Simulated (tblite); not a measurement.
C7H10O2Si.
Numbering: `[CH3:1][C:2](=[O:3])[C:4]1=[C:5]([CH2:6][CH:7]=[O:8])[CH2:9][SiH2:10]1` (hydrogens: H11, H12, H13 on C1; H14, H15 on C6; H16 on C7; H17, H18 on C9; H19, H20 on Si10)

A start from a force field or distance geometry was refined with GFN2-xTB geometry optimisation, gas phase in tblite 0.8.0. Values at the start:

```
   coordinate    start
        C1–C2  1.518 Å
       C1–H11  1.088 Å
        C2=O3  1.243 Å
        C2–C4  1.484 Å
        C4=C5  1.362 Å
      C4–Si10  1.818 Å
        C5–C6  1.574 Å
        C5–C9  1.564 Å
        C6–C7  1.499 Å
       C6–H14  1.089 Å
        C7=O8  1.224 Å
       C7–H16  1.113 Å
      C9–Si10  1.873 Å
       C9–H17  1.089 Å
     Si10–H19  1.489 Å
     C1–C2–O3   118.4°
     C1–C2–C4   116.8°
     C2–C4–C5   125.2°
     C4–C5–C6   133.3°
     C4–C5–C9    98.8°
   C5–C4–Si10    98.1°
     C5–C6–C7   108.8°
     C6–C5–C9   128.0°
  C2–C4–C5–C6      -1°
C2–C4–Si10–C9     180°
  C4–C5–C6–C7      79°
  C5–C6–C7–O8     116°
```

Task: How do these coordinates change at the GFN2-xTB level?

Result: 
| coordinate | GFN2-xTB (Å or °) | change |
| --- | --- | --- |
| C5–C6 | 1.486 | -0.088 |
| C4–Si10 | 1.894 | +0.076 |
| C5–C9 | 1.502 | -0.062 |
| C9–Si10 | 1.929 | +0.056 |
| Si10–H19 | 1.459 | -0.030 |
| C7=O8 | 1.197 | -0.027 |
| C2–C4 | 1.457 | -0.027 |
| C2=O3 | 1.217 | -0.026 |
| C6–C7 | 1.511 | +0.012 |
| C7–H16 | 1.103 | -0.010 |
| C1–C2 | 1.510 | -0.008 |
| C4=C5 | 1.357 | -0.005 |
| C6–H14 | 1.091 | +0.002 |
| C1–H11 | 1.087 | -0.001 |
| C9–H17 | 1.089 | 0.000 |
| C4–C5–C9 | 105.1 | +6.3 |
| C1–C2–O3 | 122.6 | +4.2 |
| C5–C4–Si10 | 94.0 | -4.1 |
| C4–C5–C6 | 129.9 | -3.4 |
| C6–C5–C9 | 125.0 | -3.0 |
| C1–C2–C4 | 114.5 | -2.3 |
| C2–C4–C5 | 127.4 | +2.2 |
| C5–C6–C7 | 106.7 | -2.1 |
| C5–C6–C7–O8 | 109 | -7 |
| C2–C4–C5–C6 | 3 | +4 |
| C4–C5–C6–C7 | 82 | +3 |
| C2–C4–Si10–C9 | 178 | -2 |

The energy falls by 48.6 kJ/mol over 83 L-BFGS steps, the largest force on an atom goes from 3.41 to 0.009 eV/Å, and the atoms move by 0.141 Å rms after alignment. The bond that changes most is C5–C6 (fully substituted alkene carbon to sp3 carbon next to a carbonyl), which shortens by 0.088 Å. Bonds longer at the end by more than 0.005 Å: 4 of 20; shorter: 11. Among the dihedrals that turn most is H15–C6–C7–O8, from -124° to -134°. Rotational constants go from 1431, 861.3, 583.7 to 1429, 913.1, 612.4 MHz.

Hardware: one thread, Arm Neoverse N1 (aarch64), shared host with 64 logical CPUs at a one-minute load of 61. Cost: 1.3 s.

Its GFN2-xTB frequencies are all real (lowest 39 cm⁻¹). One conformer, not necessarily the lowest.

These are computed values.
